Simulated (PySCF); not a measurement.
# Computed properties of BH6NO2Si, SMILES N[SiH2]B(O)O

BH₆NO₂Si, SMILES B([SiH2]N)(O)O. Coordinates come from a B3LYP-D3(BJ)/def2-SVP optimisation. The structure was generated by enumeration, and PubChem lists no compound with its InChIKey, so it may never have been made. Other conformers were not sampled. All values are computed for the isolated molecule unless a solvent is named; none is compared with measurement here.

**Structure.** All 27 harmonic modes at B3LYP-D3(BJ)/def2-SVP (PySCF) are real, so it is a minimum. With heavy atoms numbered as in [SiH2:1]([NH2:2])[B:3]([OH:4])[OH:5], the shortest bond between them is B3–O4 at 1.358 Å and the longest Si1–B3 at 2.031 Å.

**Vibrations.** The strongest infrared lines (harmonic, unscaled, degenerate partners summed) lie at 1320 cm⁻¹ (302 km/mol, B 50 %, H 25 %, O 25 %), 1457 cm⁻¹ (273 km/mol, B 71 %, O 23 %), 596 cm⁻¹ (203 km/mol, H 80 %). The softest mode is at 93 cm⁻¹ and the zero-point energy is 49.1 kcal/mol.

**Electronic structure.** PBE0/def2-TZVP (PySCF) places the frontier levels at -7.56 and -0.23 eV, a gap of 7.33 eV, and gives a dipole moment of 1.82 D and a mean polarisability of 56.6 bohr³. PBE/def2-TZVP (PySCF) at the same geometry gives -6.21 and -1.10 eV, so its gap is 2.22 eV narrower. An orbital gap is neither the optical nor the fundamental gap.

**Excitations.** TDA-ωB97X/def2-SVPD (PySCF) has S1 at 6.44 eV (193 nm, f = 0.026, weak); the most intense of the 10 singlets computed lies at 8.56 eV (f = 0.06). T1 (TDA) is at 5.51 eV, 0.93 eV under S1. TDA-PBE/def2-SVPD (PySCF) puts S1 at 5.29 eV. No vertical singlet excitation falls in the visible range (under 3.1 eV).

**NMR.** GIAO shifts at PBE0/pcSseg-1 (PySCF) (non-relativistic, atoms alike by connectivity averaged): ¹H from 0.1 to 6.3 ppm against TMS; ²⁹Si at -53.3 ppm against TMS; ¹¹B at 20.2 ppm against BF3.
